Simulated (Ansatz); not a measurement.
Relaxation of C₂H₉InO (13 atoms, charge 0, multiplicity 1), to a largest force component of 0.03 eV/Å in at most 50 steps.

Computed with UKS PBE0-D4/def2-SVP in Ansatz 0.2.0.

```xyz
13
Properties=species:S:1:pos:R:3
In 0.159 0.256 0.537
H 1.779 -0.383 0.549
C -0.119 2.176 -0.415
C -1.374 -0.966 1.438
H 1.827 -1.572 -0.962
O 1.348 -1.935 -1.724
H 0.805 2.494 -0.915
H -0.934 2.134 -1.154
H -0.389 2.935 0.335
H -1.147 -1.142 2.501
H -2.378 -0.527 1.352
H -1.372 -1.945 0.932
H 1.793 -1.526 -2.476
```

Question: Where does it end, and by what steps?

Answer: The run converged. The force dipped under the threshold on the way, but the program's further checks kept it going. After 16 steps the energy has fallen by 0.386 eV; H13 moved furthest, 1.27 Å. Joined: In1–O6 (3.37 → 2.44 Å).

```json
{"step": "0", "energy less start (eV)": "0.0000", "largest force component (eV/Å)": "0.276", "accepted": "yes"}
{"step": "1", "energy less start (eV)": "-0.0463", "largest force component (eV/Å)": "1.439", "accepted": "yes"}
{"step": "2", "energy less start (eV)": "-0.1358", "largest force component (eV/Å)": "1.348", "accepted": "yes"}
{"step": "3", "energy less start (eV)": "-0.2227", "largest force component (eV/Å)": "1.010", "accepted": "yes"}
{"step": "4", "energy less start (eV)": "-0.2736", "largest force component (eV/Å)": "0.917", "accepted": "yes"}
{"step": "5", "energy less start (eV)": "-0.3281", "largest force component (eV/Å)": "0.353", "accepted": "yes"}
{"step": "6", "energy less start (eV)": "-0.3559", "largest force component (eV/Å)": "0.202", "accepted": "yes"}
{"step": "7", "energy less start (eV)": "-0.3086", "largest force component (eV/Å)": "0.429", "accepted": "no"}
{"step": "8", "energy less start (eV)": "-0.3704", "largest force component (eV/Å)": "0.100", "accepted": "yes"}
{"step": "9", "energy less start (eV)": "-0.3775", "largest force component (eV/Å)": "0.147", "accepted": "yes"}
{"step": "10", "energy less start (eV)": "-0.3826", "largest force component (eV/Å)": "0.064", "accepted": "yes"}
{"step": "11", "energy less start (eV)": "-0.3827", "largest force component (eV/Å)": "0.203", "accepted": "yes"}
{"step": "12", "energy less start (eV)": "-0.3834", "largest force component (eV/Å)": "0.183", "accepted": "yes"}
{"step": "13", "energy less start (eV)": "-0.3762", "largest force component (eV/Å)": "0.529", "accepted": "no"}
{"step": "14", "energy less start (eV)": "-0.3853", "largest force component (eV/Å)": "0.018", "accepted": "yes"}
{"step": "15", "energy less start (eV)": "-0.3849", "largest force component (eV/Å)": "0.175", "accepted": "no"}
{"step": "16", "energy less start (eV)": "-0.3858", "largest force component (eV/Å)": "0.026", "accepted": "yes"}
```

```xyz
13
Properties=species:S:1:pos:R:3
In 0.381 0.087 0.622
H 1.987 -0.167 1.286
C 0.049 1.865 -0.600
C -1.300 -1.068 1.366
H 1.866 -1.525 -1.260
O 0.944 -1.250 -1.344
H 0.953 2.168 -1.150
H -0.771 1.710 -1.319
H -0.240 2.711 0.044
H -1.212 -1.251 2.448
H -2.256 -0.559 1.172
H -1.320 -2.044 0.858
H 0.920 -0.678 -2.122
```

The run took 77 s on 4 threads of Arm Neoverse N1, with other jobs on the host, peak memory 0.38 GiB.
